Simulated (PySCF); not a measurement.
## Spin-state energies of [Mn(H2O)6]3+

The complex [Mn(H2O)6]3+ (charge +3) contains Mn(III), shell d4. The structure is a PBE0-D3(BJ)/def2-SVP, IEF-PCM water geometry optimised for multiplicity 5; coordination octahedral, point group Cs, metal–donor distances 1.92–2.10 Å.

```
19

Mn    0.0000    0.0000    0.0000
O    -0.0010    0.0000    2.1020
H     0.7826    0.0000    2.6718
H    -0.7811    0.0000    2.6769
O    -0.0034    0.0000   -2.1005
H     0.7779    0.0000   -2.6741
H    -0.7864    0.0000   -2.6718
O     1.9308    0.0000    0.0008
H     2.4845    0.7992   -0.0278
H     2.4845   -0.7992   -0.0278
O    -1.9310    0.0000   -0.0014
H    -2.4851    0.7994    0.0070
H    -2.4851   -0.7994    0.0070
O    -0.0001    1.9203    0.0044
H    -0.0082    2.4685    0.8090
H    -0.0106    2.4749   -0.7955
O    -0.0001   -1.9203    0.0044
H    -0.0082   -2.4685    0.8090
H    -0.0106   -2.4749   -0.7955
```

Method (PySCF 2.14, density fitting): CASSCF(4,5) with orbitals averaged over all microstates of the shell, strongly contracted NEVPT2 on the averaged canonical orbitals; basis x2c-TZVPall on the metal, x2c-SVPall elsewhere; spin-free X2C; IEF-PCM water; spin-orbit coupling by state interaction with the mean-field operator over all roots.

The unrestricted Kohn–Sham energies use the same basis, Hamiltonian, solvent and geometry. All energies are vertical, in cm⁻¹ above the lowest state with 2S+1 = 5; a negative value means that the lower spin is more stable. A dash marks a spin without a sound unrestricted solution.

```json
{"method": "CASSCF", "2S+1 = 3": "14136", "2S+1 = 1": "25682"}
{"method": "NEVPT2", "2S+1 = 3": "10196", "2S+1 = 1": "21014"}
{"method": "BP86", "2S+1 = 3": "3522", "2S+1 = 1": "–"}
{"method": "TPSSh", "2S+1 = 3": "4427", "2S+1 = 1": "–"}
{"method": "B3LYP", "2S+1 = 3": "5376", "2S+1 = 1": "–"}
{"method": "PBE0", "2S+1 = 3": "7577", "2S+1 = 1": "–"}
```

Problem. How does exact exchange act on the 2S+1 = 3 state?

Solution. From BP86 (0 % exact exchange) to PBE0 (25 %) it moves by +4054 cm⁻¹ against the high-spin state, so more exact exchange favours high spin, the usual trend.

The functionals differ in more than their exact exchange.

The active space of the d orbitals alone lacks metal–ligand bonding pairs, which usually tilts NEVPT2 towards high spin.
